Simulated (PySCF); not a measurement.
C5H6Cl2O2.
Numbering: `[CH3:1][O:2]/[C:3]([C:4](=[O:5])[Cl:6])=[C:7](\[CH3:8])[Cl:9]` (hydrogens: H10, H11, H12 on C1; H13, H14, H15 on C8)

Cartesian coordinates in Å at the GFN2-xTB level; atoms count from 1:
```
atom  x, y, z in Å
C1    -1.4264   -1.4089    0.1385
O2    -0.3800   -0.7276    0.8165
C3     0.6084   -0.2289    0.0029
C4     1.6055   -1.1499   -0.5487
O5     2.4308   -0.9348   -1.3798
Cl6    1.5260   -2.7510    0.2075
C7     0.6756    1.1109   -0.1899
C8    -0.2908    2.0706    0.4097
Cl9    1.9289    1.8223   -1.1031
H10   -2.0797   -1.7921    0.9192
H11   -1.9830   -0.7197   -0.5052
H12   -1.0496   -2.2397   -0.4621
H13   -0.7608    2.6617   -0.3747
H14    0.2360    2.7591    1.0684
H15   -1.0453    1.5358    0.9790
```

Computed at PBE0/pcSseg-1 (PySCF, non-relativistic), with Q(17O) = −0.0256 b, Q(35Cl) = −0.0817 b: O2, 17O (I = 5/2): χzz = 12.28 MHz, η = 0.988; O5, 17O (I = 5/2): χzz = 9.596 MHz, η = 0.371; Cl6, 35Cl (I = 3/2): χzz = -63.45 MHz, η = 0.328; Cl9, 35Cl (I = 3/2): χzz = -75.83 MHz, η = 0.270.

Q: Where would the pure quadrupole (NQR) lines of 17O at O2 fall for the rigid, isolated species?

A: From the eigenvalues of H = χ/[4I(2I − 1)] × [3Iz² − I(I + 1) + η(Ix² − Iy²)], steps between neighbouring levels, labelled as for η = 0: ±1/2↔±3/2 3.224 MHz, ±3/2↔±5/2 3.254 MHz (ether oxygen).

Q: Where would the pure quadrupole (NQR) lines of 17O at O5 fall for the rigid, isolated species?

A: From the eigenvalues of H = χ/[4I(2I − 1)] × [3Iz² − I(I + 1) + η(Ix² − Iy²)], steps between neighbouring levels, labelled as for η = 0: ±1/2↔±3/2 1.641 MHz, ±3/2↔±5/2 2.806 MHz (carbonyl oxygen).

Q: Where would the pure quadrupole (NQR) lines of 35Cl at Cl6 fall for the rigid, isolated species?

A: From ν = (|χ|/2)√(1 + η²/3): ν = 32.29 MHz (chlorine bonded to C). For 37Cl the ratio of quadrupole moments, 0.7881, gives 25.45 MHz.

Q: Find the zero-field quadrupole resonance frequencies of 35Cl at Cl9.

A: From ν = (|χ|/2)√(1 + η²/3): ν = 38.37 MHz (vinyl chlorine). For 37Cl the ratio of quadrupole moments, 0.7881, gives 30.24 MHz.

In a crystal, neighbours and librations shift these lines. GFN2-xTB bond lengths can be off by several hundredths of an ångström, more for odd bonds, and the gradients follow them. The basis is small and wasn't made for field gradients, so the couplings can be 20 % off.

These values come from a run that also computed NMR shieldings. Rough CPU time on one thread of a shared machine: about 90 s.

One conformer stands for the species.
